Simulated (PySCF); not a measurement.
## Gas-phase XPS of Ge(OAc)Cl3, computed

Ge(OAc)Cl3, C2H3Cl3GeO2.
Geometry (PBE0-D3(BJ)/def2-SVP, Å), atoms numbered from 1 in this order:
```xyz
11
C2H3Cl3GeO2 angstrom
Ge    -0.3208   -0.5695   -1.8695
O     -0.3541   -0.5802   -0.0730
C      0.2541    0.4601    0.5322
C      0.2190    0.3426    2.0220
O      0.7556    1.3499   -0.1021
H      0.6851    1.2230    2.4763
H      0.7520   -0.5701    2.3260
H     -0.8215    0.2376    2.3613
Cl     1.6586   -0.6756   -2.6151
Cl    -1.3780    1.0663   -2.7025
Cl    -1.3522   -2.3696   -2.3247
```

Level of theory: delta-SCF UKS SCAN, pcX-2 on the ionised atom, pcseg-1 elsewhere, spin-free X2C (PySCF). Vertical ΔSCF values, vacuum level as zero.

Question: What binding energy does each computed site have?

Answer: 
| atom(s) | environment | level | binding energy (eV) | 2p1/2 (eV) | above the level's lowest (eV) | count |
| --- | --- | --- | --- | --- | --- | --- |
| Cl9/Cl10/Cl11 | chlorine bonded to Ge | Cl 1s | 2829.02 | – | 0.00 | 3 |
| O2 | oxygen bonded to C and Ge | O 1s | 539.34 | – | +1.07 | 1 |
| O5 | oxygen bonded to C | O 1s | 538.27 | – | 0.00 | 1 |
| C3 | carbon bonded to C and 2 O | C 1s | 295.29 | – | +3.53 | 1 |
| C4 | carbon bonded to C and 3 H | C 1s | 291.76 | – | 0.00 | 1 |
| Cl9/Cl10/Cl11 | chlorine bonded to Ge | Cl 2p3/2 | 206.42 | 208.07 | 0.00 | 3 |

Lowest listed C 1s: C4, bonded to C and 3 H. Highest, 3.53 eV above it: C3, bonded to 2 O and C.

Lowest listed O 1s: O5, bonded to C. Highest, 1.07 eV above it: O2, bonded to C and Ge.

Question: What is the longest wavelength that can ionise C 1s of C3 vertically?

Answer: λ = hc/E = 12398.42 eV Å / 295.29 eV = 41.987 Å.

Question: Give the binding energy of C 1s of C3 in hartree and in kJ/mol.

Answer: 295.29 eV = 10.8517 Eh = 28491 kJ/mol.

Topologically equivalent atoms share the value of their first member; where this conformer doesn't relate them by symmetry, their own values could differ. 2p3/2 and 2p1/2 are the ΔSCF energy of one spin-free 2p hole plus the eigenvalues of a spin–orbit and ligand-field matrix of the shell. 2p1/2 minus 2p3/2 (ligand field included): Cl 1.65 eV. No level of germanium is listed. Isolated species at its PBE0-D3(BJ)/def2-SVP geometry (one conformer only).
